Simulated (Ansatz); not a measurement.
`IC(I)(I)I` + H₂ → `IC(I)I` + HI at 400 K and 1 bar (hydrogenolysis of a C–I bond).

Gas-phase electronic energies from Ansatz, PBE0-D4/def2-TZVP geometries. CCSD(T)/CBS is the MP2 limit (def2-TZVPP, def2-QZVPP) plus CCSD(T) − MP2 in def2-TZVPP, frozen cores. This one scheme is used for every species. Elements past krypton have def2 core potentials. For I outer-core shells are correlated without core-valence functions, which leaves a few kJ/mol of doubt a bond.

| species | CCSD(T)/CBS energy (Eh) | H − E (kJ/mol) | S (J/(mol·K)) |
| --- | --- | --- | --- |
| `IC(I)(I)I` | -1227.78433 | 47.2 | 419.7 |
| H₂ | -1.17544 | 38.0 | 139.0 |
| `IC(I)I` | -930.95857 | 69.3 | 378.6 |
| HI | -298.03592 | 25.7 | 215.0 |

H − E and S are ideal-gas, rigid-rotor, harmonic terms from PBE0-D4/def2-TZVP. The MP2-based limit puts H₂ 0.8 mEh under its directly extrapolated value; such offsets cancel only in part. 1 Eh = 2625.50 kJ/mol, R = 8.31446 J/(mol·K).

By hand: ΔE, ΔH, ΔS and ΔG.

ΔE = (-930.95857) + (-298.03592) − (-1227.78433) − (-1.17544) = -0.03472 Eh = -91.2 kJ/mol. Δ(H − E) = 69.3 + 25.7 − 47.2 − 38.0 = 9.8, so ΔH = -81.4 kJ/mol. ΔS = 378.6 + 215.0 − 419.7 − 139.0 = 34.9 J/(mol·K). ΔG = -81.4 − 400 × (34.9)/1000 = -95.4 kJ/mol.

By hand: the equilibrium constant, and the temperature at which ΔG would vanish if ΔH and ΔS stayed fixed.

log₁₀ K = −ΔG/(RT ln 10) = 12.5. ΔH and −TΔS have one sign here, so there is no such temperature.

ΔH outweighs TΔS. A doubt of 5 kJ/mol in ΔE shifts log₁₀ K by 0.7 here. These are equilibria of isolated gas molecules and say nothing of rates. Largest T1 diagnostic: 0.009 (customary marks: 0.02 for closed shells, 0.045 for open ones).
